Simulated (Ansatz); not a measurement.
Cost and result up the ladder for CoSi₃ (4 atoms). Total charge 0; doublet. Geometry: PBE-D4/def2-SVP.

```xyz
4

Co   -0.6158   -0.7907    0.5863
Si    1.1754   -1.3384   -0.4784
Si    0.6652    0.8542   -0.6332
Si   -1.2248    1.2750    0.5253
```

Ansatz on 4 threads of Arm Neoverse V1 on a shared host. Times are rough, and most runs start from the orbitals of an earlier one. No level here is sound enough to serve as a yardstick. Binding counts from free atoms at the same level (Co quartet, Si triplet; other spins of the atoms weren't run), without zero-point energy or a counterpoise term.

Correlated methods freeze 20 core orbitals; core or outer-core shells of Co are correlated, in sets that lack core-valence functions. The structure comes from a short search, and lower isomers may exist.

Run but left out: r2SCANh-D4/def2-TZVP, PBE0-D4/def2-SVP, PBE0-D4/def2-TZVP, PBE0-D4/def2-TZVPD, BHLYP-D4/def2-TZVP, CCSD(T)/def2-TZVP (⟨S²⟩ 1.06 to 3.29, where a pure state has 0.75).

Correlated methods converge slowly with the basis.

```csv
level,functions,wall time,binding energy per atom (eV),remarks
PBE-D4/def2-SVP,85,1.8 s,3.10,spin-contaminated (⟨S²⟩ 0.83)
PBE-D4/def2-TZVP,156,3.7 s,3.04,–
BLYP-D4/def2-TZVP,156,3.7 s,2.82,–
PBE-D4/def2-TZVPD,177,4.3 s,3.04,–
RPA@PBE/def2-TZVP,156,4.7 s,2.31,–
CAM-B3LYP-D4/def2-TZVP,156,15 s,2.29,spin-contaminated (⟨S²⟩ 1.02)
r2SCAN-D4/def2-TZVPD,177,22 s,2.82,spin-contaminated (⟨S²⟩ 0.94)
r2SCAN-D4/def2-TZVP (with forces),156,24 s,2.81,spin-contaminated (⟨S²⟩ 0.94)
B97M-V/def2-TZVP,156,33 s,2.73,spin-contaminated (⟨S²⟩ 1.00)
```
